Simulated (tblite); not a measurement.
Species: C₃H₈O₂SSi.
Numbering: `[O:1]=[S@@:2]1[CH2:3][CH2:4][C@@H:5]1[O:6][SiH3:7]` (hydrogens: H8, H9 on C3; H10, H11 on C4; H12 on C5; H13, H14, H15 on Si7)

Computed with GFN2-xTB (tblite), gas phase: Langevin dynamics at 600 K from the optimised GFN2-xTB geometry, time step 0.5 fs, friction 0.01 fs⁻¹, 2000 steps.

Start geometry:
```
atom  x, y, z in Å
O1      0.586    1.830    0.584
S2     -0.652    1.594   -0.165
C3     -1.659    0.337    0.773
C4     -1.241   -0.818   -0.130
C5     -0.306   -0.039   -1.070
O6      0.996   -0.356   -1.022
Si7     2.153   -0.098    0.123
H8     -1.313    0.270    1.800
H9     -2.716    0.586    0.745
H10    -0.684   -1.595    0.394
H11    -2.074   -1.282   -0.657
H12    -0.646    0.020   -2.109
H13     1.681   -0.336    1.484
H14     2.894    1.135   -0.082
H15     2.978   -1.240   -0.287
```

The statistics below take the 31 frames saved every 25 fs from 250 to 1000 fs; their kinetic temperature (all 3N coordinates) averages 645 K.

Problem. How do the bond lengths spread?

Solution. 
| bond | start (Å) | mean (Å) | standard deviation (Å) | shortest (Å) | longest (Å) |
| --- | --- | --- | --- | --- | --- |
| O1=S2 | 1.466 | 1.468 | 0.033 | 1.407 | 1.590 |
| S2–C3 | 1.864 | 1.880 | 0.069 | 1.708 | 1.997 |
| C3–C4 | 1.525 | 1.532 | 0.044 | 1.443 | 1.621 |
| C4–C5 | 1.538 | 1.554 | 0.051 | 1.425 | 1.637 |
| C5–O6 | 1.340 | 1.347 | 0.036 | 1.284 | 1.431 |
| O6–Si7 | 1.649 | 1.647 | 0.042 | 1.586 | 1.736 |
| S2–C5 | 1.898 | 1.927 | 0.056 | 1.838 | 2.053 |
| C3–H8 | 1.086 | 1.091 | 0.032 | 1.041 | 1.192 |
| C3–H9 | 1.086 | 1.090 | 0.022 | 1.052 | 1.127 |
| C4–H10 | 1.090 | 1.114 | 0.074 | 0.970 | 1.277 |
| C4–H11 | 1.090 | 1.101 | 0.034 | 1.048 | 1.180 |
| C5–H12 | 1.095 | 1.111 | 0.060 | 1.003 | 1.225 |
| Si7–H13 | 1.460 | 1.474 | 0.050 | 1.382 | 1.572 |
| Si7–H14 | 1.454 | 1.474 | 0.049 | 1.351 | 1.559 |
| Si7–H15 | 1.467 | 1.486 | 0.059 | 1.376 | 1.589 |

Problem. Give the same statistics for bond angles, one of each kind among heavy atoms.

Solution. 
```csv
angle,start (°),mean (°),standard deviation (°),smallest (°),largest (°)
O1–S2–C3,107.9,108.7,4.4,100.0,116.1
O1–S2–C5,103.2,108.9,6.3,95.7,122.2
C3–S2–C5,76.0,74.8,2.3,68.9,78.2
S2–C3–C4,93.7,92.2,3.7,82.6,97.8
C3–C4–C5,98.3,97.0,4.0,86.3,103.5
C4–C5–O6,116.7,117.4,4.5,107.5,130.1
S2–C5–C4,91.9,89.7,3.4,81.2,96.9
S2–C5–O6,111.3,116.6,6.2,104.5,133.4
C5–O6–Si7,132.0,135.3,7.3,120.4,148.0
```

Problem. How far does each atom move about its mean position (frames aligned on the start, all atoms weighted alike), and what rms force does it feel?

Solution. 
| atom | rms displacement (Å) | rms force (eV/Å) |
| --- | --- | --- |
| O1 | 0.61 | 1.58 |
| S2 | 0.34 | 2.38 |
| C3 | 0.25 | 2.44 |
| C4 | 0.22 | 3.47 |
| C5 | 0.21 | 2.62 |
| O6 | 0.36 | 1.72 |
| Si7 | 0.27 | 1.96 |
| H8 | 0.63 | 1.11 |
| H9 | 0.55 | 0.86 |
| H10 | 0.59 | 2.26 |
| H11 | 0.50 | 1.27 |
| H12 | 0.33 | 1.68 |
| H13 | 1.16 | 0.92 |
| H14 | 0.97 | 1.06 |
| H15 | 0.98 | 1.14 |

The displacements run from 0.21 to 1.16 Å, the largest at H13.

Problem. Follow the torsion C4–C5–O6–Si7 through every second one of these frames.

Solution. 
```json
{"t (fs)": "250", "C4–C5–O6–Si7 (°)": "-132"}
{"t (fs)": "300", "C4–C5–O6–Si7 (°)": "-112"}
{"t (fs)": "350", "C4–C5–O6–Si7 (°)": "-70"}
{"t (fs)": "400", "C4–C5–O6–Si7 (°)": "-37"}
{"t (fs)": "450", "C4–C5–O6–Si7 (°)": "-32"}
{"t (fs)": "500", "C4–C5–O6–Si7 (°)": "-66"}
{"t (fs)": "550", "C4–C5–O6–Si7 (°)": "-56"}
{"t (fs)": "600", "C4–C5–O6–Si7 (°)": "-31"}
{"t (fs)": "650", "C4–C5–O6–Si7 (°)": "-64"}
{"t (fs)": "700", "C4–C5–O6–Si7 (°)": "-120"}
{"t (fs)": "750", "C4–C5–O6–Si7 (°)": "-132"}
{"t (fs)": "800", "C4–C5–O6–Si7 (°)": "-111"}
{"t (fs)": "850", "C4–C5–O6–Si7 (°)": "-97"}
{"t (fs)": "900", "C4–C5–O6–Si7 (°)": "-100"}
{"t (fs)": "950", "C4–C5–O6–Si7 (°)": "-110"}
{"t (fs)": "1000", "C4–C5–O6–Si7 (°)": "-107"}
```

Largest departure from the start value over all these frames: C4–C5–O6–Si7 62° (start -71°).

Problem. How widely does the potential energy scatter, against a harmonic estimate?

Solution. Mean 1.13 eV above the start, standard deviation 0.288 eV, range 0.76 to 1.75 eV. For 39 classical harmonic modes at 600 K the canonical values are 39kT/2 = 1.01 eV and kT·√(39/2) = 0.228 eV.

The run is classical and short, so these are rough statistics of one trajectory.

What follows is the cost of the whole dynamics run. On one thread of an Intel Xeon Platinum 8488C, shared host with 96 logical CPUs at a one-minute load of 7.5, this took 14 s wall and 0.18 GiB of memory at its peak.
